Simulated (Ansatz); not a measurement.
A structure relaxed at PBE-D4/def2-TZVP in Ansatz, charge 0, singlet:

```xyz
3

Zr    1.533    0.289   -0.125
Te   -0.517   -1.040    1.068
Te   -1.016    0.751   -0.943
```

Problem. Give its formula and point group.

Solution. ZrTe₂. Point group C2v (tolerance 0.1 Å).

Problem. Summarise the bond lengths by kind (pairs closer than 1.2 times the sum of covalent radii, bridged metal pairs left out).

Solution. 2 × Te–Zr 2.72 Å; 1 × Te–Te 2.74 Å. The metal has 2 neighbours: Te 2.72 Å, Te 2.72 Å.

In the def2 sets Te, Zr take a core potential; there is no spin–orbit coupling. The restricted singlet is unstable towards broken spin symmetry in Hartree–Fock (as tested in another run); at PBE-D4/def2-TZVP this wasn't settled. The relaxation made no stability test and no search for a lower SCF solution. No other spin state of charge 0 was run. Another isomer (singlet) lies 1.52 eV lower at PBE0-D4/def2-TZVP; other spin states weren't run for this one.
